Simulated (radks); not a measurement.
All-electron atom: neutral lead in [Hg] 6p2 (the NIST ground configuration).

Method: non-relativistic Kohn-Sham, PBE, spin-unpolarised, spherical densities, point nucleus; relativity is left out, which matters for an element this heavy; computed with a radial shooting solver on a logarithmic mesh with Libxc functionals.

Energy parts (hartree):
total: -19527.7162
kinetic: 19523.1728
electron-nucleus: -46470.4878
Hartree: 7782.4139
exchange-correlation: -362.8151

Orbitals (lengths in bohr, moments of r in powers of bohr; r(90%) holds 90 % of the orbital's charge):
| orbital | occ. | eigenvalue (hartree) | <r^2> | r(90%) |
|---|---|---|---|---|
| 1s | 2 | -2903.035 | 0.0004552 | 0.0328 |
| 2s | 2 | -489.0982 | 0.007058 | 0.119 |
| 2p | 6 | -470.9884 | 0.005201 | 0.106 |
| 3s | 2 | -116.5833 | 0.04340 | 0.284 |
| 3p | 6 | -107.9675 | 0.03987 | 0.276 |
| 3d | 10 | -91.88780 | 0.03057 | 0.250 |
| 4s | 2 | -25.79792 | 0.2049 | 0.609 |
| 4p | 6 | -22.01591 | 0.2090 | 0.620 |
| 4d | 10 | -15.03466 | 0.2166 | 0.644 |
| 4f | 14 | -5.57932 | 0.2351 | 0.702 |
| 5s | 2 | -4.20599 | 1.009 | 1.35 |
| 5p | 6 | -2.93976 | 1.170 | 1.47 |
| 5d | 10 | -0.89914 | 1.898 | 1.93 |
| 6s | 2 | -0.34792 | 7.833 | 3.87 |
| 6p | 2 | -0.13543 | 13.62 | 5.22 |

The highest occupied level is 6p at -3.685 eV. The density falls to 0.001 e/bohr^3 at r = 4.89 bohr. Virial ratio -V/T = 2.00023. Summed over all electrons, <r^2> = 78.72 bohr^2, which gives a Langevin (diamagnetic) susceptibility term of -62.3 x 10^-6 cm^3/mol. The electron density at the nucleus is 3.963e+05 e/bohr^3. For comparison, the ionisation energy in NIST's Atomic Spectra Database is 7.417 eV (measured). In exact Kohn-Sham theory the highest level is minus the ionisation energy, but local and semilocal functionals leave it too shallow, through self-interaction and a potential that decays too fast; potentials with the right tail come closer.

Beside tabulated values, note that spin-unpolarised runs miss the spin-polarisation part of the exchange energy of open shells.
